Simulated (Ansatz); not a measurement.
Isomers of CH4BrFGe, relaxed with PBE0-D4/def2-TZVP in Ansatz; electronic energies, one conformer each and not always the lowest. Functionals use def2-TZVPP; CBS adds triple-zeta CCSD(T) − MP2 to the MP2 limit of def2-TZVPP and def2-QZVPP.

Outer-core shells of Br, Ge are correlated without core-valence functions. Scalar relativity is left out up to krypton. Spin–orbit coupling is left out.

(1) Order them by energy at frozen-core CCSD(T)/CBS, lowest first. (Estimate.)
A. `F[CH]([GeH3])Br`
B. `F[CH2][GeH2][Br]`
C. `[CH3][GeH]([F])[Br]`

(2) How do B2PLYP, B3LYP, HF/CBS(def2), MP2/CBS(def2) place them (kcal/mol, against `[CH3][GeH]([F])[Br]`)? (Estimate.)

Answers

(1) C (0.0 kcal/mol), B (44.5 kcal/mol), A (76.5 kcal/mol).

(2) The calculation gave: 
```csv
isomer,B2PLYP,B3LYP,HF/CBS(def2),MP2/CBS(def2)
`F[CH2][GeH2][Br]`,44.3,42.4,44.4,47.1
`F[CH]([GeH3])Br`,77.0,75.2,81.9,79.8
```

B3LYP here is the variant with VWN-RPA as its local correlation; programs differ in this.
